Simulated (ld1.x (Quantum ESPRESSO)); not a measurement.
## Building the PAW potential for Pb (Z = 82) (PBE, scalar-relativistic).

Pb, PAW, made with ld1.x (Quantum ESPRESSO) 7.5 (PBE, scalar-relativistic). Core [Kr] 4d10 4f14 5s2, reference 5p6 5d10 6s2 6p2. Waves: 6s (bound): rcut 1.60, rcutus 2.10 bohr; 6s channel at -0.25 Ry: rcut 1.60, rcutus 2.10 bohr; 5p (bound): rcut 1.60, rcutus 1.85 bohr; 6p (bound): rcut 1.60, rcutus 1.85 bohr; 5d (bound): rcut 1.55, rcutus 1.70 bohr; 5d channel at 0.65 Ry: rcut 1.55, rcutus 1.70 bohr. Local part: all-electron potential smoothed inside 1.85 bohr (lloc = -2). Core correction: a·sin(br)/r model core inside 1.00 bohr. Augmentation charge: PSQ, inside the norm-conserving radii.

All-electron outer shells of the reference configuration (PBE, scalar-relativistic, ld1.x):

```json
{"shell": "5s", "level (eV)": "-144.16", "outermost node (bohr)": "0.45", "outermost maximum (bohr)": "0.79"}
{"shell": "4f", "level (eV)": "-132.89", "outermost node (bohr)": "–", "outermost maximum (bohr)": "0.35"}
{"shell": "5p", "level (eV)": "-85.83", "outermost node (bohr)": "0.49", "outermost maximum (bohr)": "0.88"}
{"shell": "5d", "level (eV)": "-21.18", "outermost node (bohr)": "0.52", "outermost maximum (bohr)": "1.07"}
{"shell": "6s", "level (eV)": "-12.04", "outermost node (bohr)": "1.01", "outermost maximum (bohr)": "1.95"}
{"shell": "6p", "level (eV)": "-3.50", "outermost node (bohr)": "1.18", "outermost maximum (bohr)": "2.67"}
```

Problem. Estimate the cutoffs (Ry, on a coarse ladder) from which the occupation-weighted sum of valence levels, in a spherical-Bessel basis at the reference potential, stays within 10 and 1 mRy of its value at 400 Ry.

Solution. 45 Ry and 90 Ry.

Problem. What does a ghost test show?

Solution. No extra level below or beside the all-electron valence levels (s, p, d, f tested).

Problem. Is the overlap operator S = 1 + Σ q|β⟩⟨β| positive definite (Bessel basis up to 400 Ry)?

Solution. Yes: its lowest eigenvalue is 0.39 (s channel).

Problem. Tests: 5p6 5d10 6s2 6p1; 5p6 5d10 6s2 6p0; 5p6 5d10 6s1 6p0; 5p5 5d10 6s2 6p2; 5p6 5d10 6s0 6p4; 5p6 5d10 6s2 6p1.5; 5p6 5d10 6s0 6p0. Which has the largest error in its energy relative to the reference configuration, and how large is it?

Solution. 5p5 5d10 6s2 6p2, with -141 meV (all-electron minus pseudo) on +92.95 eV.
